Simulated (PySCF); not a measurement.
# Spectroscopy problems

Theoretical values (PySCF 2.14): σ from GIAO-PBE0/pcSseg-1, GFN2-xTB geometry. A single conformation, rapidly exchanging positions averaged, no relativistic terms, gas phase.

Referencing at the same level of theory: TMS for 1H (σ = 31.72 ppm), 13C (σ = 186.93 ppm). Splittings of carbon signals by F and P are missing where no couplings were computed. Where no couplings were computed, multiplicities follow the n + 1 count of equivalent neighbours, and m marks all less simple cases (inequivalent or close neighbours, rings, F or P nearby). Shifts are as computed. Against solution values, carbons near 30 ppm lie about +3 ppm off and those near 130 ppm about +5 ppm. Of 1211 compounds with measured shifts, 218 miss one by over three times the rms of a fit or turn the order of signals round; such compounds aren't used in these exercises.

**Question.** C8H6F2. 1H NMR (400 MHz, computed): δ 7.69 (m, 1H), 7.69 (m, 1H), 7.54 (m, 1H), 7.33 (m, 1H), 5.46 (m, 1H), 5.37 (m, 1H). 13C{1H} NMR (computed): δ 172.9 (C), 172.5 (C), 138.6 (C), 136.3 (CH), 125.0 (CH), 122.6 (CH), 116.6 (CH), 95.9 (CH2). Give a structure.

**Answer.** `C=C(F)c1cccc(F)c1`. The formula gives 5 degrees of unsaturation (1 ring in the answer). 8 carbon signals for 8 carbons: no two carbons are equivalent. Carbon types of the structure: 3 × C, 4 × CH, 1 × CH2, which accounts for all hydrogens. δC 172.9: aromatic carbon bearing fluorine; the electronegative substituent deshields the carbon that carries it. δC 172.5: fully substituted alkene carbon. δC 138.6: substituted aromatic carbon. δC 136.3, 125.0, 122.6, 116.6: aromatic CH.

This is the structure that produced the data.

**Question.** C8H7N. 1H NMR (500 MHz, computed): δ 7.96 (d, 1H), 7.73 (m, 1H), 7.60 (m, 1H), 7.55 (m, 1H), 2.72 (s, 3H). 13C{1H} NMR (computed): δ 150.2 (C), 140.7 (CH), 138.0 (CH), 135.0 (CH), 131.5 (CH), 123.6 (C), 117.5 (C), 24.1 (CH3). What is it?

**Answer.** ortho-Tolunitrile (C(c1c(C)cccc1)#N). Rings plus π bonds: 6 (1 ring in the answer). 8 carbon signals for 8 carbons: no two carbons are equivalent. Carbon types of the structure: 3 × C, 4 × CH, 1 × CH3, which accounts for all hydrogens. δC 150.2, 117.5: substituted aromatic carbon. δC 140.7, 138.0, 135.0, 131.5: aromatic CH. δC 123.6: nitrile carbon; this is the usual window of a C≡N carbon, which has no attached hydrogen. δH 7.96, 7.73, 7.60, 7.55: hydrogen on an aromatic CH; ring-current deshielding.

The shifts were computed for this structure.
